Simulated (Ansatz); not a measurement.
Ga₈N₈H₂₂, a nanocrystal cut from wurtzite GaN (hydrogen-capped). Total charge 0; triplet. Geometry r2SCAN-D4/def2-SVP, that of the neutral singlet; atoms count from 1.

Cartesian coordinates in Å:
```
Ga -1.5117 3.4022 0.1919
N -2.4431 2.0956 1.4326
N -0.2894 2.1231 -0.7342
Ga 0.9934 1.3249 0.5240
Ga -2.0107 0.1510 1.2956
N -0.0782 0.0655 1.6072
N 2.1934 0.1829 -0.5351
Ga 3.6273 -0.6142 0.6036
Ga 0.4936 -1.8053 1.4971
N 2.4616 -1.7345 1.8283
Ga -1.3315 0.9055 -1.8390
N -2.1790 -0.3220 -0.5823
N 0.0478 -0.2217 -2.7525
Ga 1.3732 -1.2081 -1.6219
Ga -1.6836 -2.2464 -0.8856
N 0.2634 -2.2300 -0.3857
H -0.6844 4.3757 1.1019
H -2.6166 3.8852 -0.8162
H -2.2795 2.3925 2.3991
H -3.4535 2.2070 1.3078
H 0.2597 2.7230 -1.3617
H 1.7434 2.3749 1.4083
H -2.8922 -0.6545 2.3059
H 0.0613 0.3449 2.5850
H 2.7054 0.8120 -1.1654
H 4.2851 0.4946 1.4971
H 4.4528 -1.6447 -0.2488
H -0.1761 -2.7761 2.5245
H 2.6127 -1.4255 2.7931
H 2.8215 -2.6932 1.8169
H -2.2840 1.5439 -2.9020
H -3.1818 -0.3158 -0.8030
H 0.5460 0.3446 -3.4451
H -0.4562 -0.9236 -3.3069
H 2.3208 -2.0549 -2.5329
H -2.4642 -3.1394 0.1436
H -1.7754 -2.5242 -2.4409
H 0.5290 -3.2147 -0.5043
```

Single mean-field runs in def2-TZVP are fitted with def2-universal-jkfit. At PBE0-D4/def2-TZVP a singlet of charge 0 lies 6.16 eV below the triplet at the same geometry.

**Question.** Estimate the Mulliken populations of the heavy atoms from the PBE0/def2-TZVP orbitals of Ansatz.

**Answer.** 
```csv
atom,charge (e),spin (α − β)
Ga1,0.10,0.16
N2,-0.55,0.00
N3,-0.13,0.13
Ga4,0.02,0.29
Ga5,0.27,0.01
N6,-0.45,0.02
N7,-0.15,0.12
Ga8,0.11,0.14
Ga9,0.27,0.01
N10,-0.55,0.00
Ga11,0.18,0.15
N12,-0.46,0.01
N13,-0.37,-0.05
Ga14,0.19,0.13
Ga15,0.15,0.01
N16,-0.46,0.01
```
Mulliken values depend strongly on the basis.

**Question.** Where does the spin sit?

**Answer.** Summed by element: Ga 0.90, N 0.26, H 0.85, of 2 unpaired in all. Largest on single atoms: Ga4 0.29, H21 0.20, H25 0.18.

**Question.** And the Mayer bond orders between heavy atoms (over 0.3)?

**Answer.** Ga1–N2 0.64 (2.03 Å); Ga1–N3 0.60 (2.00 Å); N2–Ga5 0.72 (2.00 Å); N3–Ga4 0.55 (1.97 Å); N3–Ga11 0.70 (1.95 Å); Ga4–N6 0.77 (1.98 Å); Ga4–N7 0.58 (1.97 Å); Ga5–N6 0.78 (1.96 Å); Ga5–N12 0.82 (1.94 Å); N6–Ga9 0.78 (1.96 Å); N7–Ga8 0.61 (2.00 Å); N7–Ga14 0.71 (1.95 Å); Ga8–N10 0.64 (2.03 Å); Ga9–N10 0.72 (2.00 Å); Ga9–N16 0.83 (1.94 Å); Ga11–N12 0.82 (1.95 Å); Ga11–N13 0.63 (2.00 Å); N12–Ga15 0.69 (2.01 Å); N13–Ga14 0.63 (2.00 Å); Ga14–N16 0.82 (1.95 Å); Ga15–N16 0.69 (2.01 Å).
